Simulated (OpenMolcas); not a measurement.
**Lines of Cl²⁺: computed and rescaled rates**

* Program: OpenMolcas 26.06
* Method: MS-RASPT2, IPEA 0.25 Eh, imaginary shift 0.1 Eh (closed shells correlated: 2s 2p)
* Basis: ANO-RCC [8s7p5d4f2g]
* Scalar Hamiltonian: DKH2, point nucleus
* Active space: 5 electrons in 9 orbitals (RAS2 3s 3p; RAS3 3d, at most 2 electrons)
* State averaging: 2S+1 = 4 odd, 1 root; 2S+1 = 2 odd, 11 roots; 2S+1 = 4 even, 3 roots; 2S+1 = 2 even, 9 roots
* Spin-orbit coupling: state interaction with AMFI integrals over the reference wave functions, term energies averaged over their components

Rates come from the transition moments of the reference wave functions (E1 and E2 in the length form). At fixed line strength A goes as λ^-3 for E1 and M1 and as λ^-5 for E2, so a rate at the computed wavelength can be rescaled to the measured one. Measured vacuum wavelengths follow from level energies in Moore, Atomic Energy Levels, vol. I, NSRDS-NBS 35 (1971 reprint of NBS Circular 467, 1949). Branching counts decays inside the model space alone, at computed energies, and the table is only a selection of the E2 and M1 lines, drawn from those between levels with measured partners whose computed energy lies within a factor of 1.5 of the measured one.

```tsv
Upper	Lower	Type	λ computed (nm)	λ measured (nm)	A computed (s-1)	A rescaled (s-1)	Branching %
3s2 3p3 2P* 1/2	3s2 3p3 2D* 5/2	E2	840.3	855.3	1.01e-01	9.24e-02	15.4
3s2 3p3 2P* 1/2	3s2 3p3 2D* 3/2	E2	836.7	850.4	1.55e-01	1.43e-01	23.6
3s2 3p3 2P* 1/2	3s2 3p3 2D* 3/2	M1	836.7	850.4	1.32e-01		20.1
3s2 3p3 2P* 3/2	3s2 3p3 2D* 5/2	E2	836.3	848.4	1.80e-01	1.68e-01	14.4
3s2 3p3 2P* 3/2	3s2 3p3 2D* 5/2	M1	836.3	848.4	1.19e-01		9.5
3s2 3p3 2P* 3/2	3s2 3p3 2D* 3/2	M1	832.7	843.6	2.14e-01		17.0
3s2 3p3 2P* 3/2	3s2 3p3 2D* 3/2	E2	832.7	843.6	7.77e-02	7.28e-02	6.2
3s2 3p3 2D* 3/2	3s2 3p3 4S* 3/2	M1	550.6	553.9	3.00e-03		89.6
3s2 3p3 2D* 3/2	3s2 3p3 4S* 3/2	E2	550.6	553.9	3.47e-04		10.4
3s2 3p3 2D* 5/2	3s2 3p3 4S* 3/2	E2	549.1	551.9	5.47e-04		89.0
3s2 3p3 2D* 5/2	3s2 3p3 4S* 3/2	M1	549.1	551.9	6.63e-05		10.8
3s2 3p3 2P* 1/2	3s2 3p3 4S* 3/2	M1	332.1	335.4	2.68e-01		40.9
3s2 3p3 2P* 3/2	3s2 3p3 4S* 3/2	M1	331.4	334.4	6.64e-01		52.9
```

Spin-changing lines and M1 lines between different terms are not rescaled, since their strength hangs on the term gaps too.

The largest correction is for 3s2 3p3 2P* 1/2 → 3s2 3p3 2D* 5/2 (E2): 1.01e-01 × (840.3 / 855.3)^5 = 9.24e-02 s-1, a factor of 0.92.

No measured rate stands beside these. Rescaling mends the energy factor alone: line strengths can still be far off where a level mixes with configurations outside the active space, and weak or spin-changing lines hang on small mixing coefficients that depend on the term gaps too, so rescaling need not improve them.

The run also gave levels led by 3s 3p3 3d, 3s2 3p2 3d, which use shells meant for correlation; these and all levels above them are left out. Measured partners are found by configuration, term and J. A level has none where our copy of the source lacks it or the pairing is in doubt (some pairs that miss far off the trend of their configuration count as doubtful). Only configurations of the active space appear.

* marks odd parity.
